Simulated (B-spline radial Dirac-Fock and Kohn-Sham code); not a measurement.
**La⁺ 3p1/2: cross section and angular parameters**

System: La⁺, [Xe] 5d2; threshold 1208.2 eV (orbital energy of the model). The computed values come from a radial atomic solver: Dirac-Hartree-Slater photoionisation with a Latter tail; cross sections with all multipoles, angular parameters from the dipole term and its interference with E2.

For linearly polarised light dσ/dΩ = σ/(4π) [1 + β P₂(cos θ) + (δ + γ cos²θ) sin θ cos φ], with θ from the polarisation vector and φ the angle between the beam and the projection of the electron momentum on the plane normal to the polarisation.

```
hν (eV)  σ (kb)      β       γ      δ
   1850    56.1  1.470   0.141  0.016
   1980    50.6  1.509   0.083  0.010
   2860    26.9  1.601  -0.012  0.002
   4000    13.8  1.594   0.149  0.005
   5050    8.32  1.564   0.349  0.010
   6360    4.87  1.520   0.596  0.019
 8047.8       ?      ?       ?      ?
   8550    2.36  1.446   0.949  0.036
 9251.7    1.94  1.424   1.049  0.042
   9980    1.59  1.402   1.147  0.049
  10500    1.40  1.386   1.214  0.054
```

Question: Give the values at Cu Kα (8047.8 eV).

Answer: σ = 2.75 kb, β = 1.463, γ = 0.874, δ = 0.032.
